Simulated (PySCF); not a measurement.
An unknown is described by computed data only.

Formula: C3H13NSSi3.

| Quantity | Value |
| --- | --- |
| Dipole | 1.55 D [PBE0/pcSseg-1] |
| 1H NMR | chemical shifts (computed TMS as zero) by class: 5.73 (1 H), 5.71 (1 H), 5.28 (1 H), 4.88 (1 H), 4.59 (1 H), 4.56 (3 H), 0.38 (3 H), -0.35 (2 H) ppm [GIAO PBE0/pcSseg-1] |
| 13C NMR | chemical shifts (computed TMS as zero) by class: 153.8 (1 C), 126.4 (1 C), -6.9 (1 C) ppm [GIAO PBE0/pcSseg-1] |
| NMR, other nuclei | isotropic shieldings of nuclei other than C and H, by class: 271 (1 N), 394 (1 Si), 399 (1 Si), 415 (1 Si), 580 (1 S) ppm [GIAO PBE0/pcSseg-1] |
| Rotational structure | rotational constants A, B, C: 1.847, 0.471, 0.414 GHz [GFN2-xTB] |

The electronic properties come from PySCF, for the isolated species, density fitting. Levels stand in brackets. The structure is a single GFN2-xTB conformer in the gas phase; no vibrational or solvent corrections. NMR values are class means; diastereotopic atoms form classes of their own.

Task: Propose a structure and show how it fits.

Result: Numbering: `[CH2:1]=[C:2]([S:3][SiH3:4])[Si@H:5]([CH3:6])[SiH2:7][NH2:8]`. Its formula, C3H13NSSi3, gives 1 degree of unsaturation: 0 rings and 1 π bond in the structure found. 3 carbons fall into 3 classes; from least to most shielded: fully substituted alkene carbon [C2] (153.8 ppm), terminal =CH2 carbon [C1] (126.4 ppm), Si-methyl carbon [C6] (-6.9 ppm). Hydrogen classes from least to most shielded: 1 H on a terminal =CH2 carbon, C1 (5.73 ppm), 1 H on a terminal =CH2 carbon, C1 (5.71 ppm), 1 H on an SiH2 silicon, Si7 (5.28 ppm), 1 H on an SiH2 silicon, Si7 (4.88 ppm), 1 H on an SiH silicon, Si5 (4.59 ppm), 3 H on an SiH3 silicon, Si4 (4.56 ppm), 3 H on an Si-methyl carbon, C6 (0.38 ppm, a mean of values up to 0.5 ppm apart in this geometry), 2 H on a silicon-bound nitrogen, N8 (-0.35 ppm). The other shieldings belong to: 271 ppm, silicon-bound nitrogen [N8]; 394 ppm, SiH silicon [Si5]; 399 ppm, SiH2 silicon [Si7]; 415 ppm, SiH3 silicon [Si4]; 580 ppm, sulfur bonded to C and Si [S3]. The optimised geometry has point group C1 and is an asymmetric top. Structure: `[SiH3]SC(=C)[Si@H](C)[SiH2]N`. Computed isomers that give other values at the same levels: `C=C(C)[Si@H](S)N([SiH3])[SiH3]` (13C chemical shifts (computed TMS as zero) by class: 152.1 (1 C), 137.1 (1 C), 24.8 (1 C) ppm); `C=CC[Si@H](S)N([SiH3])[SiH3]` (13C chemical shifts (computed TMS as zero) by class: 144.0 (1 C), 122.7 (1 C), 27.4 (1 C) ppm). The assignments are read from this structure; whether some other isomer fits the data as well wasn't checked. The mirror image fits equally.

Conformer computed: `[CH2:1]=[C:2]([S:3][SiH3:4])[Si@H:5]([CH3:6])[SiH2:7][NH2:8]`: C1–C2–S3–Si4 -11°, C1–C2–Si5–C6 19°, C2–Si5–Si7–N8 129°, H–N8–Si7–Si5 -175°, H–N8–Si7–Si5 47°.
